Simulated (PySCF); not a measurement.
Write Cartesian coordinates for InChI=1S/C4H7NSi/c1-6-3-4(6)2-5/h4,6H,3H2,1H3/t4-,6-/m1/s1 as optimised with PBE0-D3(BJ)/def2-SVP.

```xyz
13
C4H7NSi angstrom
C      2.064    0.203   -0.446
Si     0.543    0.106    0.626
C     -0.758   -1.174    0.324
C     -1.147    0.238   -0.199
C     -2.233    0.925    0.433
N     -3.099    1.479    0.971
H      2.441    1.235   -0.502
H      1.826   -0.135   -1.466
H      2.867   -0.437   -0.051
H      0.635    0.676    1.991
H     -1.354   -1.540    1.167
H     -0.622   -1.931   -0.455
H     -1.152    0.345   -1.291
```

Any rigid rotation of these coordinates is as good. Atoms count from 1 in this order. Si2 (SiH silicon) has angles from 49.2° to 121.1°. The 3-membered ring Si2–C3–C4 has internal angles of 49.2° to 66.6°. The C–C distances run from 1.432 Å (C4–C5, drawn single) to 1.555 Å (C3–C4, drawn single), a spread of 0.123 Å. The C–Si distances run from 1.850 Å (Si2–C3, drawn single) to 1.886 Å (Si2–C4, drawn single), a spread of 0.036 Å.

Bonds between heavy atoms (Å): C1–Si2 1.863, Si2–C3 1.850, C3–C4 1.555, C4–C5 1.432, C5≡N6 1.161, Si2–C4 1.886.

Computed, not measured: PBE0-D3(BJ)/def2-SVP geometry optimisation, gas phase in PySCF.

Point group: C1 (no symmetry element, even within 0.4 Å). No frequency check.
